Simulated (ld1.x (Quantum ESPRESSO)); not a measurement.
Logarithmic derivatives: Xe, ultrasoft

```
Element                 : xenon
Generator               : ld1.x (Quantum ESPRESSO) 7.5
Type                    : ultrasoft
Functional              : PBE
Relativity              : fully relativistic
Frozen core             : [Kr] 4d10
Valence charge          : 8
Reference configuration : 5s2 5p6
Partial waves           : 5s (bound): rcut 1.25, rcutus 1.55 bohr; 5s channel at 3.35 Ry: rcut 1.25, rcutus 1.55 bohr; 5p (bound): rcut 1.65, rcutus 1.90 bohr; 5p channel at 0.7 Ry: rcut 1.65, rcutus 1.90 bohr
Local potential         : all-electron potential smoothed inside 1.60 bohr (lloc = -2)
Core correction         : none
Augmentation charge     : built from norm-conserving waves at rcut, not smoothed further
```

Open shells are filled in proportion to 2j + 1 (rel_dist='average').

The phase is arctan(r·u′/u) with u = r·R(r), unwrapped; energies in Ry, scanned from -3 to 5 Ry. A pole is an energy at which the radial function vanishes at the test radius. The pseudo phase is shifted by a multiple of π to meet the all-electron one at the reference energy, and phase errors are pseudo minus all-electron; the curves can meet again beyond the range given. Levels narrower than the energy grid can be missing from the lists of poles.

| channel | radius (bohr) | reference energy (Ry) | poles, all-electron | poles, pseudo | unbroken range about the reference energy with phases within 0.05 rad | phase error 1 Ry above the reference energy (rad) |
| --- | --- | --- | --- | --- | --- | --- |
| s | 2.05 | -1.45 | 1.10 | 1.10 | the whole range | -0.000 |
| p1/2 | 2.05 | -0.67 | 2.71 | 2.73 | the whole range | -0.000 |
| p3/2 | 2.05 | -0.58 | 3.15 | 3.19 | the whole range | -0.000 |

Note: ghost state, extra bound levels that the all-electron valence spectrum of the same l lacks: d at -2.20 eV. A true bound ghost makes a file unfit for plane-wave use.

Phases in the s channel:

```
E (Ry)  all-electron  pseudo
 -3.00         0.940   0.939
 -2.76         0.826   0.825
 -2.52         0.658   0.657
 -2.28         0.405   0.404
 -2.04         0.045   0.044
 -1.80        -0.369  -0.370
 -1.56        -0.722  -0.722
 -1.32        -0.969  -0.969
 -1.08        -1.133  -1.133
 -0.84        -1.245  -1.245
 -0.60        -1.325  -1.325
 -0.36        -1.385  -1.385
 -0.12        -1.432  -1.432
  0.12        -1.469  -1.470
  0.36        -1.500  -1.500
  0.60        -1.526  -1.527
  0.84        -1.549  -1.549
  1.08        -1.569  -1.570
  1.32        -1.588  -1.588
  1.56        -1.604  -1.604
  1.80        -1.620  -1.620
  2.04        -1.635  -1.634
  2.28        -1.649  -1.648
  2.52        -1.663  -1.662
  2.76        -1.676  -1.676
  3.00        -1.690  -1.690
  3.24        -1.704  -1.704
  3.48        -1.719  -1.718
  3.72        -1.734  -1.733
  3.96        -1.750  -1.749
  4.20        -1.767  -1.766
  4.44        -1.786  -1.784
  4.68        -1.807  -1.805
  4.92        -1.831  -1.828
```
